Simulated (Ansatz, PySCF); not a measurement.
C6, SMILES c1c#cc#cc#1.

Geometry: r2SCAN-D4/def2-SVP. The geometry has at least one imaginary mode, so it is a saddle point at that level.

Vertical ionisation energy (IE) and electron affinity (EA) in eV. Rows of orbital energies are one-electron estimates. Where ΔSCF, EOM or ADC give a negative EA the extra electron is unbound and the value depends on the basis.

| level | IE | EA |
|---|---|---|
| −ε(HOMO), −ε(LUMO), r2SCAN/def2-TZVP (PySCF) | 7.26 | 5.42 |
| −ε(HOMO), −ε(LUMO), PBE/def2-TZVP (PySCF) | (withheld) | (withheld) |

Task: Fill in the missing entries. (An estimate is asked for; the answer gives what the named calculation found.)

Result: 
- −ε(HOMO), −ε(LUMO), PBE/def2-TZVP (PySCF), IE: 7.06
- −ε(HOMO), −ε(LUMO), PBE/def2-TZVP (PySCF), EA: 5.32

Task: What vertical singlet–triplet gap does ΔSCF give with PBE/def2-SVPD (Ansatz, a quantum-chemistry and plane-wave program)? (An estimate is asked for; the answer gives what the named calculation found.)

Result: 1.45 eV (triplet above singlet where positive).
